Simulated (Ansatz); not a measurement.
Consider the ligand exchange at a Ga–Se bond: `C[Se][GaH][Cl]` + H–F → `[F][GaH][Cl]` + `C[SeH]`.

Program: Ansatz. Geometries: PBE0-D4/def2-TZVP. ΔE: electronic, gas phase. CBS: MP2 limit from def2 TZ/QZ plus the TZ coupled-cluster correction, frozen cores. This one scheme is used for every species. DFT in def2-TZVPP. HSE06 is defined as in plane-wave codes. For Ga, Se outer-core shells are correlated without core-valence functions, which leaves a few kJ/mol of doubt a bond. Scalar relativity is left out up to krypton. One conformer a species, not always the lowest.

CCSD(T)/CBS gives +30.0 kJ/mol.

Another level gave +29.5 kJ/mol. Which?
A. r2SCAN0/def2-TZVPP
B. HSE06-D4/def2-TZVPP
C. PBE-QIDH/def2-TZVPP
D. B2PLYP/def2-TZVPP

B. HSE06-D4 29.5, r2SCAN0 20.9, B2PLYP 12.9, PBE-QIDH 25.0 kJ/mol.

Largest T1 diagnostic among the species: 0.013.

Leaving LDA and LC-ωPBE aside and taking each functional with its dispersion term where it has one, the values, not all of them listed here, spread over 20.5 kJ/mol, from B97M-V to HSE06-D4. LDA lies +9.0 kJ/mol from PBE without D4. The D4 term adds +12.6 kJ/mol with B3LYP and +7.0 kJ/mol with PBE0; it sums over pairs of atoms, weighted by their polarisabilities, and B3LYP, whose exchange is more repulsive, gets the larger term. From r2SCAN to r2SCAN0 (25 % exact exchange), in def2-TZVPP and without D4, ΔE moves by +4.2 kJ/mol.

B3LYP here is the variant with VWN-RPA as its local correlation; programs differ in this.
